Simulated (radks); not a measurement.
Species: Xe IV. Configuration: [Kr] 4d10 5s2 5p3 (the NIST ground configuration). Calculated with a radial shooting solver on a logarithmic mesh with Libxc functionals: non-relativistic Kohn-Sham, r2SCAN, spin-polarised, spherical densities, point nucleus; open shells are filled with parallel spins first (spin-orbit coupling, left out, can overturn this in heavy ions); meta-GGA in the generalised Kohn-Sham scheme; relativity is left out, which matters for an element this heavy. Some entries of the table are withheld. Estimate them.

orbital,occ.,eigenvalue (hartree),<r> (bohr)
1s up,1,-1213.242,0.02815
1s down,1,-1213.234,0.02815
2s up,1,-185.6530,0.1210
2s down,1,-185.6519,0.1210
2p up,3,-174.6444,0.1030
2p down,3,-174.6390,0.1030
3s up,1,-39.11175,0.3197
3s down,1,-39.10794,0.3197
3p up,3,-34.44416,0.3102
3p down,3,-34.43838,0.3102
3d up,5,-25.79747,0.2812
3d down,5,-25.79137,0.2812
4s up,1,-8.09785,0.7461
4s down,1,-8.08533,0.7466
4p up,3,-6.42378,0.7772
4p down,3,-6.41119,0.7770
4d up,5,-3.55543,0.8695
4d down,5,-3.53753,0.8647
5s up,1,(1),1.823
5s down,1,(2),1.814
5p up,3,-1.41118,2.020
5p down,0,-1.26309,2.012

Answer. 
(1) 5s up eigenvalue (hartree): -1.84172
(2) 5s down eigenvalue (hartree): -1.69741
